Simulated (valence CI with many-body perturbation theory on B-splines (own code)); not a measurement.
Questions on Se XIII

Method: valence CI with perturbative core correlation (CI+MBPT): four valence electrons over a frozen Dirac-Fock core [Ar], a basis of 7 s, 7 p, 8 d, 6 f, 4 g, 1 h functions for each j, with the one-electron correlation potential Σ1, the two-electron term Σ2, the three-electron term Σ3, Breit, model QED; selected CI, second order for the rest, scaled by the run's own slope (own B-spline code, finite nucleus).

No measured levels were compared; by estimate terms of the open shell hold to 2 to 4 % of their energy, and close levels can change places. The list stops below the first excitations out of the core. Only levels of the ground parity were solved; by the run's estimate the other parity begins above the list, which can be wrong where configurations are misplaced.

Rates and lifetimes use the calculated energies. Strong lines usually hold to 10 to 20 %, long lifetimes can be off by a factor of two.

Problem. What is the ground level?

Solution. 3d4 5D_0, composition 96 % 3d4 5D + 4 % 3d4 3P.

Problem. How well does LS coupling describe the low levels?

Solution. Among the lowest 20 levels the leading LS term, summed over configurations, holds 88 % on average. For single configurations the figures are 88 % in LS and 57 % in jj coupling. Terms mix most in the J = 3 level at 55720 cm⁻¹, where the leading one holds 62 %.

Problem. What is the ionisation energy?

Solution. 382.87 eV; NIST lists 383 ± 3 eV (theoretical).

Problem. How is the term 5D of the ground level split?

Solution. J = 0 at 0.0, J = 1 at 1462, J = 2 at 3804, J = 3 at 6631, J = 4 at 9722 cm⁻¹.
